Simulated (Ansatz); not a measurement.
Geometry optimisation, Ansatz, RKS B3LYP-D4/6-31G.

input.yaml

```yaml
crystal:
  periodic: [false, false, false]
  atoms:
    - { symbol: B, position_ang: [-1.1439, -1.4664, 1.1672] }
    - { symbol: Si, position_ang: [-0.3794, -0.7551, -0.4707] }
    - { symbol: Si, position_ang: [1.7229, -1.4061, -0.5613] }
    - { symbol: Si, position_ang: [-0.38, 1.4899, -0.4713] }
    - { symbol: "N", position_ang: [0.4491, 2.1008, 0.9264] }
    - { symbol: O, position_ang: [-2.0885, 2.0111, -0.3804] }
    - { symbol: H, position_ang: [-0.7255, -1.1073, 2.2098] }
    - { symbol: H, position_ang: [-2.0925, -2.118, 1.0871] }
    - { symbol: H, position_ang: [-1.095, -1.2547, -1.5974] }
    - { symbol: H, position_ang: [1.8178, -2.8754, -0.5264] }
    - { symbol: H, position_ang: [2.454, -0.8857, 0.6517] }
    - { symbol: H, position_ang: [2.4005, -0.8746, -1.7531] }
    - { symbol: H, position_ang: [0.1089, 2.0147, -1.7199] }
    - { symbol: H, position_ang: [0.0014, 1.6782, 1.8098] }
    - { symbol: H, position_ang: [1.4216, 1.7283, 0.8702] }
    - { symbol: H, position_ang: [-2.4943, 1.6978, -1.1976] }
basis:
  gaussian: { orbitals: "6-31G" }
hamiltonian:
  xc: b3lyp
  dispersion: d4
relax:
  f_tol: 0.015
  max_steps: 40
```

Command:

```bash
$ ansatz run input.yaml --threads 1 --pin off --max-ram 2048MiB --backend cpu --events-out ev --progress --plain --runs-dir out
```

Where does it end, and by what steps?

It converged. Limits of this set-up: no polarisation functions. After 24 steps the energy has fallen by 1.395 eV; H15 moved furthest, 1.19 Å.

```json
{"step": "0", "energy less start (eV)": "0.0000", "largest force component (eV/Å)": "2.334", "accepted": "yes"}
{"step": "1", "energy less start (eV)": "-0.7127", "largest force component (eV/Å)": "1.577", "accepted": "yes"}
{"step": "2", "energy less start (eV)": "-0.9968", "largest force component (eV/Å)": "1.225", "accepted": "yes"}
{"step": "3", "energy less start (eV)": "-1.1015", "largest force component (eV/Å)": "1.219", "accepted": "yes"}
{"step": "4", "energy less start (eV)": "-1.2380", "largest force component (eV/Å)": "0.444", "accepted": "yes"}
{"step": "5", "energy less start (eV)": "-1.2842", "largest force component (eV/Å)": "0.238", "accepted": "yes"}
{"step": "6", "energy less start (eV)": "-1.3144", "largest force component (eV/Å)": "0.220", "accepted": "yes"}
{"step": "7", "energy less start (eV)": "-1.3241", "largest force component (eV/Å)": "0.420", "accepted": "yes"}
{"step": "8", "energy less start (eV)": "-1.3351", "largest force component (eV/Å)": "0.942", "accepted": "yes"}
{"step": "9", "energy less start (eV)": "-0.9339", "largest force component (eV/Å)": "3.566", "accepted": "no"}
{"step": "10", "energy less start (eV)": "-1.3561", "largest force component (eV/Å)": "0.455", "accepted": "yes"}
{"step": "11", "energy less start (eV)": "-1.3735", "largest force component (eV/Å)": "0.108", "accepted": "yes"}
{"step": "12", "energy less start (eV)": "-1.3464", "largest force component (eV/Å)": "1.312", "accepted": "no"}
{"step": "13", "energy less start (eV)": "-1.3811", "largest force component (eV/Å)": "0.115", "accepted": "yes"}
{"step": "14", "energy less start (eV)": "-1.3870", "largest force component (eV/Å)": "0.080", "accepted": "yes"}
{"step": "15", "energy less start (eV)": "-1.3920", "largest force component (eV/Å)": "0.053", "accepted": "yes"}
{"step": "16", "energy less start (eV)": "-1.3935", "largest force component (eV/Å)": "0.022", "accepted": "yes"}
{"step": "17", "energy less start (eV)": "-1.3935", "largest force component (eV/Å)": "0.104", "accepted": "yes"}
{"step": "18", "energy less start (eV)": "-1.3942", "largest force component (eV/Å)": "0.059", "accepted": "yes"}
{"step": "19", "energy less start (eV)": "-1.3946", "largest force component (eV/Å)": "0.015", "accepted": "yes"}
{"step": "20", "energy less start (eV)": "-1.3948", "largest force component (eV/Å)": "0.030", "accepted": "yes"}
{"step": "21", "energy less start (eV)": "-1.3950", "largest force component (eV/Å)": "0.029", "accepted": "yes"}
{"step": "22", "energy less start (eV)": "-1.3951", "largest force component (eV/Å)": "0.027", "accepted": "yes"}
{"step": "23", "energy less start (eV)": "-1.3952", "largest force component (eV/Å)": "0.022", "accepted": "yes"}
{"step": "24", "energy less start (eV)": "-1.3952", "largest force component (eV/Å)": "0.008", "accepted": "yes"}
```

```xyz
16
Properties=species:S:1:pos:R:3
B -1.327 -1.481 1.142
Si -0.444 -0.938 -0.572
Si 1.855 -1.542 -0.496
Si -0.412 1.449 -0.643
N 0.483 1.915 0.798
O -2.001 2.133 -0.820
H -0.839 -1.137 2.179
H -2.342 -2.108 1.186
H -1.082 -1.474 -1.825
H 2.055 -3.010 -0.757
H 2.406 -1.226 0.865
H 2.638 -0.767 -1.519
H 0.276 2.020 -1.840
H 0.497 1.358 1.640
H 0.935 2.813 0.893
H -2.720 1.974 -0.187
```

The run took 3.3 min on 1 thread of Arm Neoverse V2, with other jobs on the host, peak memory 0.22 GiB.
